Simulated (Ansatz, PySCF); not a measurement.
Si(H)2(OMe)(SeH) (CH6OSeSi), SMILES [SiH2]([SeH])OC.

Geometry: B3LYP-D3(BJ)/def2-SVP. This is a generated structure with no PubChem entry under its InChIKey; it may be hypothetical. The values are those of a single conformer.

Vertical ionisation energy (IE) and electron affinity (EA) in eV. Rows of orbital energies are one-electron estimates. Where ΔSCF, EOM or ADC give a negative EA the extra electron is unbound and the value depends on the basis.

```json
[
 {"level": "−ε(HOMO), −ε(LUMO), HF/def2-TZVP (PySCF)", "IE": "9.75", "EA": "-3.00"},
 {"level": "−ε(HOMO), −ε(LUMO), PBE/def2-TZVP (PySCF)", "IE": "[?]", "EA": "[?]"},
 {"level": "ΔSCF, CAM-B3LYP/def2-SVPD (Ansatz), final states of multiplicity 2 and 2", "IE": "9.47", "EA": "-1.16"},
 {"level": "ΔSCF, PBE/def2-SVPD (Ansatz), final states of multiplicity 2 and 2", "IE": "9.18", "EA": "-0.90"}
]
```

Question: Complete the blanks. (An estimate is asked for; the answer gives what the named calculation found.)

Answer: 
- −ε(HOMO), −ε(LUMO), PBE/def2-TZVP (PySCF), IE: 6.04
- −ε(HOMO), −ε(LUMO), PBE/def2-TZVP (PySCF), EA: 0.93

Question: What vertical singlet–triplet gap does ΔSCF give with CAM-B3LYP/def2-SVPD (Ansatz, an electronic-structure program) and with PBE/def2-SVPD (Ansatz)? (Estimate from the structure and the level; the computed values follow.)

Answer: 5.11 and 4.91 eV (triplet above singlet where positive).
